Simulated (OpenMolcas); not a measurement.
## What dynamic correlation does to the levels of W+

```yaml
Program: OpenMolcas
Basis: ANO-RCC-VTZP [8s7p5d3f2g1h]
Scalar_Hamiltonian: DKH2, point nucleus
Active_space: 5 electrons in 6 orbitals (5d 6s)
State_averaging: 2S+1 = 6 even, 6 roots; 2S+1 = 4 even, 81 roots kept (CI in the orbitals of an earlier block); 2S+1 = 2 even, 125 roots kept (CI in the orbitals of an earlier block, 113 in the spin-orbit step)
Spin-orbit_coupling: state interaction with AMFI integrals over the reference wave functions, term energies averaged over their components
```

Methods on the same reference wave functions:
A. CASSCF
B. SS-CASPT2, IPEA 0.25 Eh, imaginary shift 0.1 Eh (closed shells correlated: 5s 5p)
C. MS-CASPT2, IPEA 0.25 Eh, imaginary shift 0.1 Eh (closed shells correlated: 5s 5p)
D. XMS-CASPT2, IPEA 0.25 Eh, imaginary shift 0.1 Eh (closed shells correlated: 5s 5p)

Energies in cm⁻¹ above 5d⁴ 6s ⁶D_1/2, the measured ground level; measured values from NIST Handbook of Basic Atomic Spectroscopic Data.

| Level | A | B | C | D | Measured |
| --- | --- | --- | --- | --- | --- |
| 5d⁴ 6s ⁶D_1/2 | 0.0 | 0.0 | 0.0 | 0.0 | 0.0 |
| 5d⁴ 6s ⁶D_3/2 | 1295 | 1562 | 1562 | 1501 | 1519 |
| 5d⁴ 6s ⁶D_5/2 | 2872 | 3280 | 3280 | 3190 | 3172 |
| 5d⁴ 6s ⁶D_7/2 | 4471 | 4800 | 4800 | 4740 | 4716 |
| 5d⁴ 6s ⁶D_9/2 | 6079 | 6150 | 6150 | 6190 | 6147 |
| 5d⁵ ⁶S_5/2 | 8405 | 7950 | 7950 | 8110 | 7420 |
| 5d⁴ 6s ⁴P_1/2(1) [64 %] | 12332 | 9700 | 9700 | 9480 |  |
| 5d⁴ 6s ⁴P_3/2(1) [52 %] | 14083 | 11050 | 11050 | 10870 |  |
| 5d⁴ 6s ⁴F_3/2(1) [66 %] | 16281 | 12300 | 12300 | 7400 |  |
| 5d⁴ 6s ⁴D_1/2(1) [69 %] | 18075 | 14250 | 14250 | 14060 |  |
| 5d⁴ 6s ⁴D_3/2(1) [72 %] | 19787 | 16120 | 16120 | 15790 |  |
| 5d⁴ 6s ⁴H_11/2 [55 %] | 21197 | 19340 | 19340 | 18960 |  |
| 5d⁴ 6s ⁴H_13/2 | 23233 | 21490 | 21490 | 21080 |  |
| 5d⁴ 6s ⁴G_11/2 [52 %] | 24931 | 22870 | 22870 | 22390 |  |
| 5d⁴ 6s ⁴D_3/2(2) [54 %] | 28835 | 24730 | 24730 | 24630 |  |
| 5d⁴ 6s ⁴D_5/2(2) [74 %] | 29951 | 26130 | 26130 | 25630 |  |
| 5d⁴ 6s ²H_11/2(1) [64 %] | 30599 | 26150 | 26150 | 25880 |  |
| 5d⁵ ⁴G_5/2 [58 %] | 32922 | 28580 | 28580 | 28690 |  |
| 5d⁵ ⁴G_9/2 [55 %] | 33159 | 28840 | 28840 | 28630 |  |
| 5d⁴ 6s ²I_11/2 [57 %] | 33537 | 29890 | 29890 | 29840 |  |
| 5d⁴ 6s ²I_13/2 | 34156 | 31180 | 31180 | 31140 |  |

Deviations, from unrounded energies. A percentage is the sum of absolute deviations over the sum of measured energies, with the sign that they share, or ± where signs differ.

```csv
Against measurement,Levels,A,B,C,D
mean absolute deviation (cm-1),5,360,150,150,160
fine structure of the ground term (%),4,-5.4,+1.5,+1.5,±0.6
other configurations (%),1,+13.3,+7.1,+7.1,+9.3
```

B, C, D lie about equally close to measurement and A furthest from it. The largest miss of B in the table is 5d⁵ ⁶S_5/2, by +530 cm-1. The ranking rests on the paired levels alone, and a cruder setting can come out closer through cancelling errors.

Among B to D the level of the table that moves most is 5d⁴ 6s ⁴F_3/2(1) [66 %], by 4900 cm-1 (lowest in D, highest in C). Moves below CASPT2's spread within the term are not significant.

The two smallest mean deviations differ by little beside CASPT2's spread within terms, so their order carries little weight.

From A to B the spin-free energies of the other terms of 5d⁴ 6s shown, above ⁶D, scale by factors of 0.68 to 0.88.

The lowest spin-free term lies below A's lowest term by 0.306 hartree in B, 0.306 hartree in C, 0.310 hartree in D.

CASPT2 does not keep the components of a term degenerate, so their means are used; among the terms shown or strongly mixed into the levels shown the widest spread is 1200 cm-1 (5d⁴ 6s ²I, D). Over all roots computed the reference weight is 0.86 to 0.93 in D; the roots of lowest weight are the least certain, and an intruder state may touch them. Some high roots are left out of the spin-orbit mixing, which shifts the levels that they would mix with. Terms from blocks run as CI alone lack orbitals of their own. Configurations are named by rounded mean occupations; where the s occupation lies near a half they are strongly mixed, a name can repeat and a true partner stay unpaired. A single d shell beside an s shell can misplace configurations of different d count against each other. Without dynamic correlation excited terms often stand tens of per cent too high (terms of higher spin than the ground term too low), and those without a measured partner can miss by more than the paired ones (holds for A). Blocks of more than 70 roots (2S+1 = 4 even, 2 even) ran without multistate coupling (holds for C). The CASPT2 spread within a term exceeds the gap to the next term for 5d⁴ 6s ⁴G and 5d⁴ 6s ⁴H, 5d⁴ 6s ⁴F(2) and 5d⁴ 6s ²P, 5d⁵ ⁴G and 5d⁴ 6s ²I, so the order of their levels is uncertain, and so are names and mixing where such terms share a J (holds for D). Computed and measured levels are paired by configuration, term and J; levels that our copy of the source lacks, or whose pairing is in doubt (as where it misses far off the trend of its configuration), stay unpaired and out of the deviations. Levels of configurations outside the active space are missing. Levels that lie high or do not pair safely by name in every column are left out.

A share in square brackets marks a mixed level and gives the weight of the term that names it, the lowest over the columns. A number in round brackets counts repeated terms of one configuration in the order of the reference energies.
